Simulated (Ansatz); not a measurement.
`CN[SiH2]CN`, charge 0, multiplicity 1.

Q: Give a relaxed structure at PBE0-D4/def2-TZVP (Ansatz). (Estimate.)

A: Ansatz gave: 
Z-matrix (Å, degrees):
```
C
N 1 1.448
H 1 1.092 2 109.6
H 1 1.097 2 113.0 3 119.8
H 1 1.095 2 111.5 3 -118.4
Si 2 1.720 1 124.2 3 -24.6
H 2 1.006 1 113.8 3 178.5
C 6 1.883 2 111.4 1 86.2
H 6 1.492 2 110.4 1 -33.7
H 6 1.491 2 107.3 1 -153.5
N 8 1.462 6 108.0 2 -43.5
H 8 1.096 6 107.6 2 -161.2
H 8 1.102 6 110.7 2 82.6
H 11 1.012 8 111.5 6 -177.8
H 11 1.013 8 109.7 6 63.7
```
This is one stationary point; other conformers may exist.
